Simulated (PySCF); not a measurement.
## ECD: `FC=C=C=C=CF`, C$_{5}$H$_{2}$F$_{2}$

Geometry:
| atom | x (Å) | y (Å) | z (Å) |
| --- | --- | --- | --- |
| F1 | -3.385 | -0.336 | -0.739 |
| C2 | -2.538 | 0.428 | -0.027 |
| C3 | -1.250 | 0.213 | 0.002 |
| C4 | 0.001 | 0.004 | 0.015 |
| C5 | 1.252 | -0.203 | 0.066 |
| C6 | 2.540 | -0.417 | 0.102 |
| F7 | 3.395 | 0.151 | -0.765 |
| H8 | -3.047 | 1.221 | 0.504 |
| H9 | 3.044 | -1.055 | 0.817 |

The calculation used PySCF 2.14.0, TDDFT CAM-B3LYP/def2-SVPD circular dichroism and optical rotation, one conformer, gas phase. Geometry: GFN2-xTB.

No stereocentre is labelled: unless the shape is locked (an allene, a helicene, a hindered biaryl), the mirror image is equally populated and a measured rotation or CD is zero.

Q: List the lowest 12 singlet excitations with oscillator and rotatory strengths.

A: Rotatory strengths R in 10⁻⁴⁰ esu² cm², velocity form and length form (origin at the centre of mass); f in length form.
```csv
state,E (eV),λ (nm),f,R (velocity),R (length),main
1,3.73,332,0.0004,+0.3,+0.1,"HOMO−1→LUMO 0.49, HOMO→LUMO+1 0.49"
2,3.85,322,1e-05,+0.3,-0.4,"HOMO→LUMO 0.50, HOMO−1→LUMO+1 0.48"
3,4.78,259,3e-05,-0.1,-0.1,"HOMO−1→LUMO+1 0.50, HOMO→LUMO 0.48"
4,6.27,198,2.135,+1.9,+1.5,"HOMO−1→LUMO 0.46, HOMO→LUMO+1 0.46"
5,6.75,184,0.001,+5.0,+4.7,"HOMO−3→LUMO 0.42, HOMO−2→LUMO+1 0.41"
6,6.82,182,0.001,+0.7,+0.8,"HOMO−3→LUMO+1 0.40, HOMO−2→LUMO 0.39"
7,7.00,177,3e-05,+3.2,+1.7,HOMO→LUMO+2 0.84
8,7.02,177,0.001,-7.4,-6.0,HOMO−1→LUMO+2 0.79
9,7.80,159,0.107,-28.2,-28.0,"HOMO→LUMO+3 0.58, HOMO−3→LUMO+1 0.23"
10,7.86,158,0.027,+16.3,+13.8,"HOMO−1→LUMO+3 0.79, HOMO→LUMO+4 0.10"
11,7.92,156,0.188,+18.6,+20.5,"HOMO−2→LUMO 0.36, HOMO→LUMO+3 0.24"
12,8.11,153,0.003,-5.6,-5.1,"HOMO−2→LUMO+1 0.45, HOMO−3→LUMO 0.36"
```

For state 2 the two forms differ in sign, so the sign of R isn't settled.

Among the states computed, the strongest CD band (largest |R|) is state 9. The largest dissymmetry factor in size, g = 4R/(D+G), with D and G the electric and magnetic dipole strengths, is +0.37 for state 7 (velocity form, f = 9e-05), among bands with |R| over 0.5. The mirror image has the same energies and oscillator strengths and all R with the opposite sign.
